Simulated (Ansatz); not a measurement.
Molecule: CH5O2Si (charge 0, doublet). It need not be the lowest isomer of its formula. SMILES: C[Si](O)O
Structure (B3LYP-D3(BJ)/def2-TZVP (Ansatz, a program for electronic structure) minimum search):
```xyz
9

Si     0.3540    -0.1961    -0.0403
C     -1.1129    -0.9283    -0.9527
O     -0.0892    -0.1885     1.5514
O      0.6291     1.3905    -0.4602
H     -0.9274    -0.9688    -2.0267
H     -1.9906    -0.3023    -0.7688
H     -1.3208    -1.9381    -0.5969
H      0.4328     0.3515     2.1517
H      1.2083     1.5568    -1.2084
```
Charge 0, spin multiplicity 2.

Quantity: atomisation energy (electronic, to ground-state atoms), in kcal/mol. Valence correlation only, unless marked. Open shells are spin-unrestricted. Spin-orbit coupling is left out. Non-relativistic. The coupled-cluster limit lacks core correlation, which all-electron functionals hold. Basis-set limits of correlation are two-point, X^-3; Hartree-Fock from the larger set. The bracket is a focal-point correction in the basis named.

```csv
level,program,atomisation energy (kcal/mol)
revPBE/def2-TZVPD,Ansatz,791.9
r2SCAN-D3(BJ)/def2-TZVPD,Ansatz + dftd3,816.1
B3LYP-D4/def2-TZVPD,Ansatz + dftd4,809.7
PBE0/STO-3G,Ansatz,864.4
PBE0/6-31G*,Ansatz,___
PBE0/def2-TZVP,Ansatz,802.9
PBE0/def2-TZVPD,Ansatz,804.3
HSE06-D3(BJ)/def2-TZVPD,Ansatz + dftd3,___
CAM-B3LYP-D4/def2-TZVPD,Ansatz + dftd4,___
B2PLYP/def2-TZVPD,Ansatz,801.2
PBE-QIDH/def2-TZVPD,Ansatz,___
SCS-MP2/STO-3G,Ansatz,706.5
CCSD/STO-3G,Ansatz,717.8
CCSD/cc-pV(D+d)Z,Ansatz,725.2
"RI-MP2/CBS(cc-pV(T+d)Z,cc-pV(Q+d)Z)+[CCSD(T)-MP2]/cc-pV(T+d)Z",Ansatz,815.9
```

**Question.** Fill in the missing entries.

**Answer.** 
- PBE0/6-31G*, atomisation energy (kcal/mol): 785.2
- HSE06-D3(BJ)/def2-TZVPD, atomisation energy (kcal/mol): 807.6
- CAM-B3LYP-D4/def2-TZVPD, atomisation energy (kcal/mol): 815.1
- PBE-QIDH/def2-TZVPD, atomisation energy (kcal/mol): 800.7
